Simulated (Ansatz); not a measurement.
Start from `ClB(Cl)I` and change one atom or group to get `Cl[B](Cl)[GeH3]`.

Ansatz, PBE0-D4/def2-TZVP geometries, multiplicity 1. 

Elements past krypton have def2 core potentials. Scalar relativity is left out up to krypton. Spin–orbit coupling is left out; it splits and shifts lone-pair levels of the heavy atoms by tenths of an eV.

| property | `ClB(Cl)I` |
| --- | --- |
| HOMO energy (PBE0/def2-TZVPP) / eV | -7.89 |
| size of the dipole moment (ωB97M-V/def2-TZVPP) / D | 0.01 |
| HOMO–LUMO gap (PBE/def2-TZVPP) / eV | 3.87 |
| LUMO energy (PBE0/def2-TZVPP) / eV | -1.99 |
| HOMO–LUMO gap (ωB97M-V/def2-TZVPP) / eV | 10.10 |
| LUMO energy (ωB97M-V/def2-TZVPP) / eV | 0.08 |

Question: Give the same properties after the change, and the shifts. (Estimate.)

Answer: The calculation gave: 
```
                                          property  `Cl[B](Cl)[GeH3]`  shift
                HOMO energy (PBE0/def2-TZVPP) / eV              -8.28  -0.39
size of the dipole moment (ωB97M-V/def2-TZVPP) / D               0.30   0.29
               HOMO–LUMO gap (PBE/def2-TZVPP) / eV               4.05   0.18
                LUMO energy (PBE0/def2-TZVPP) / eV              -2.11  -0.12
           HOMO–LUMO gap (ωB97M-V/def2-TZVPP) / eV              10.34   0.24
             LUMO energy (ωB97M-V/def2-TZVPP) / eV              -0.04  -0.12
```

With PBE0 the HOMO falls by 0.39 eV and the LUMO falls by 0.12 eV, so the gap widens by about 0.27 eV. PBE moves the HOMO by -0.36 eV and ωB97M-V by -0.37 eV.
